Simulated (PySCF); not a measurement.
In(H)(Me)2 (C2H7In), SMILES [CH3][InH][CH3].

The structure is a stationary point at B3LYP-D3(BJ)/def2-SVP. The def2 effective core potentials stand for the cores of In; spin–orbit coupling is left out.

These are ωB97X/def2-TZVPD in PySCF values and carry that method's errors.

Symmetry labels are those of the subgroup C2 that the program uses (full group C2).

### Question
List the valence orbital energies around the gap with their symmetry. (The exact figures need the calculation; the answer reports its results.)

### Answer

```
orbital  symmetry  energy (eV)
-------  --------  -----------
HOMO−7          B       -21.25
HOMO−6          A       -13.72
HOMO−5          A       -13.47
HOMO−4          B       -13.47
HOMO−3          B       -13.38
HOMO−2          A       -13.32
HOMO−1          A        -9.81
HOMO            B        -9.47
LUMO            B         0.48
LUMO+1          A         1.13
LUMO+2          B         2.11
LUMO+3          A         2.16
```
